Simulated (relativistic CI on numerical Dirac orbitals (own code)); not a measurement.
Transition arrays of Cu5+

Method of calculation: Dirac-Coulomb-Breit CI, separate exchange-only KLI orbitals for each configuration, QED by a radiative potential, valence Slater integrals scaled by 0.9, whole transition arrays (own radial code, finite nucleus).

Configuration list (outside the closed core [Ne] 3s2): 3p6 3d6, 3p6 3d5 4f, 3p5 3d7, 3p6 3d5 4p, 3p6 3d5 5f. Levels of other configurations are missing.

All E1 lines from the levels of 3p6 3d6; mean and standard deviation are weighted by gf, and upper levels are sorted by their leading configuration.

| Upper configuration | Lines | Σgf | Mean (eV) | Mean (nm) | σ (eV) | Strongest line (nm) |
| --- | --- | --- | --- | --- | --- | --- |
| 3p6 3d5 4f | 5964 | 246.5 | 78.04 | 15.888 | 3.56 | 15.618 |
| 3p5 3d7 | 997 | 128.4 | 87.30 | 14.202 | 6.28 | 13.482 |
| 3p6 3d5 4p | 3245 | 95.9 | 47.20 | 26.267 | 2.46 | 25.941 |
| 3p6 3d5 5f | 5697 | 328.2 | 87.90 | 14.105 | 3.21 | 13.512 |

Σgf per state of the lower configuration in bins of 0.5 nm over the central range (centre: value): 13.25: 0.31, 13.75: 0.73, 14.25: 0.61, 14.75: 0.33, 15.25: 0.43, 15.75: 0.35, 16.25: 0.27, 16.75: 0.18, 17.25: 0.09, 17.75: 0.02, 18.25: 0.01, 23.75: 0.02, 24.25: 0.01, 24.75: 0.01, 25.25: 0.04, 25.75: 0.11, 26.25: 0.09, 26.75: 0.04, 27.25: 0.04.

Question: How do configuration mixing and the scaling of the Slater integrals move the arrays?

Answer: Slater scale 0.9, no configuration mixing: 3p6 3d5 4f 76.0 ± 2.8 eV (Σgf 217.5), 3p5 3d7 83.4 ± 6.1 eV (Σgf 343.3), 3p6 3d5 4p 47.1 ± 2.4 eV (Σgf 91.7), 3p6 3d5 5f 87.1 ± 2.9 eV (Σgf 127.5); Slater scale 1: 3p6 3d5 4f 78.1 ± 3.9 eV (Σgf 230.2), 3p5 3d7 89.1 ± 6.6 eV (Σgf 131.2), 3p6 3d5 4p 47.3 ± 2.7 eV (Σgf 96.4), 3p6 3d5 5f 88.1 ± 3.8 eV (Σgf 346.4); Slater scale 0.8: 3p6 3d5 4f 77.9 ± 3.2 eV (Σgf 252.8), 3p5 3d7 84.4 ± 6.3 eV (Σgf 90.3), 3p6 3d5 4p 47.1 ± 2.2 eV (Σgf 95.4), 3p6 3d5 5f 87.6 ± 2.8 eV (Σgf 355.4). With mixing, levels are counted to their leading configuration, so an array can shrink or vanish into another, and the sums then hold other lines.
